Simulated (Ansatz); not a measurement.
A nudged elastic band was laid between two geometries of H3InOS2 (7 atoms, charge 0, multiplicity 1).

Method: Ansatz, RKS CAM-B3LYP-D4/def2-SVP.

```yaml
movable_images: 7
climbing_image: yes
spring: 5.0 eV/Å²
optimiser: quadratic models (default)
start_path: through a guess of the saddle point
force_threshold: 0.05 eV/Å
iteration_limit: 60
end_points: relaxed
```

First end point:

```xyz
7
Properties=species:S:1:pos:R:3
O -1.844 0.558 -0.500
In -0.025 -0.074 -0.023
S 1.399 1.611 0.883
S 0.607 -2.354 -0.380
H -2.422 -0.120 -0.871
H 0.432 2.549 0.785
H 1.852 -2.170 0.107
```

Last end point:

```xyz
7
Properties=species:S:1:pos:R:3
O -1.937 0.000 -0.676
In -0.062 -0.264 -0.083
S 1.232 1.539 0.824
S 0.794 -2.472 -0.339
H -2.274 0.897 -0.562
H 0.241 2.444 0.679
H 2.007 -2.144 0.157
```

Task: Which bonds break or form, and what moves?

Result: No bond is made or broken. The dihedral H5–O1–In2–S3 goes from 180 to 0°.

Task: Give the energies along the band, and the barrier.

Result: The forces met the threshold. The highest image is number 5 of 0 to 8, 0.099 eV above the first end and 0.056 eV above the last; the last end lies 0.043 eV above the first. A vibrational analysis at the climbing image gives one clearly imaginary mode, 236i cm⁻¹: a first-order saddle point.

```json
{"image": "0", "path coordinate (Å)": "0.00", "energy (eV)": "0.000", "dihedral H5–O1–In2–S3 (°)": "180"}
{"image": "1", "path coordinate (Å)": "0.21", "energy (eV)": "0.008", "dihedral H5–O1–In2–S3 (°)": "-163"}
{"image": "2", "path coordinate (Å)": "0.41", "energy (eV)": "0.033", "dihedral H5–O1–In2–S3 (°)": "-144"}
{"image": "3", "path coordinate (Å)": "0.62", "energy (eV)": "0.065", "dihedral H5–O1–In2–S3 (°)": "-125"}
{"image": "4", "path coordinate (Å)": "0.83", "energy (eV)": "0.090", "dihedral H5–O1–In2–S3 (°)": "-105"}
{"image": "5", "path coordinate (Å)": "1.04", "energy (eV)": "0.099", "dihedral H5–O1–In2–S3 (°)": "-85"}
{"image": "6", "path coordinate (Å)": "1.34", "energy (eV)": "0.082", "dihedral H5–O1–In2–S3 (°)": "-55"}
{"image": "7", "path coordinate (Å)": "1.65", "energy (eV)": "0.054", "dihedral H5–O1–In2–S3 (°)": "-25"}
{"image": "8", "path coordinate (Å)": "1.95", "energy (eV)": "0.043", "dihedral H5–O1–In2–S3 (°)": "0"}
```

Task: What is the geometry of the highest image?

Result: 
```xyz
7
Properties=species:S:1:pos:R:3
O -1.762 0.356 -0.952
In -0.014 -0.153 -0.141
S 1.262 1.537 0.972
S 0.744 -2.396 -0.429
H -2.503 0.344 -0.334
H 0.358 2.494 0.676
H 1.915 -2.182 0.208
```

Task: What are the harmonic wavenumbers there?

Result: 236i, 81, 113, 126, 205, 238, 340, 381, 608, 674, 701, 746, 2714, 2715, 3874 cm⁻¹.

Time of the run: 2.1 min on 2 threads of Intel(R) Xeon(R) Platinum 8375C CPU @ 2.90GHz (Ice Lake) (shared host), peak memory 0.26 GiB.
